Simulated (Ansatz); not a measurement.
Start from `[SiH3]OC([SiH3])S` and change one atom or group to get `[AlH2][CH](S)O[SiH3]`.

Ansatz, PBE0-D4/def2-TZVP geometries, multiplicity 1. Each molecule was computed in one conformer, which needn't be the lowest.

```csv
property,`[SiH3]OC([SiH3])S`
size of the dipole moment (B3LYP/def2-TZVPP) / D,0.29
HOMO–LUMO gap (PBE0/def2-TZVPP) / eV,7.15
size of the dipole moment (ωB97M-V/def2-TZVPP) / D,0.33
size of the dipole moment (PBE/def2-TZVPP) / D,0.27
HOMO–LUMO gap (ωB97M-V/def2-TZVPP) / eV,11.08
HOMO–LUMO gap (PBE/def2-TZVPP) / eV,5.04
```

(1) Give the same properties after the change, and the shifts. (Estimate.)

Results:

(1) The calculation gave: 
```
                                          property  `[AlH2][CH](S)O[SiH3]`  shift
  size of the dipole moment (B3LYP/def2-TZVPP) / D                    1.52   1.23
              HOMO–LUMO gap (PBE0/def2-TZVPP) / eV                    6.65  -0.50
size of the dipole moment (ωB97M-V/def2-TZVPP) / D                    1.45   1.12
    size of the dipole moment (PBE/def2-TZVPP) / D                    1.61   1.34
           HOMO–LUMO gap (ωB97M-V/def2-TZVPP) / eV                   10.34  -0.74
               HOMO–LUMO gap (PBE/def2-TZVPP) / eV                    4.62  -0.42
```

With PBE0 the HOMO rises by 0.23 eV and the LUMO falls by 0.27 eV, so the gap narrows by about 0.50 eV. PBE moves the HOMO by 0.20 eV and ωB97M-V by 0.27 eV. Dipoles are sizes alone; their direction can turn.

B3LYP here is the variant with VWN-RPA as its local correlation; programs differ in this.
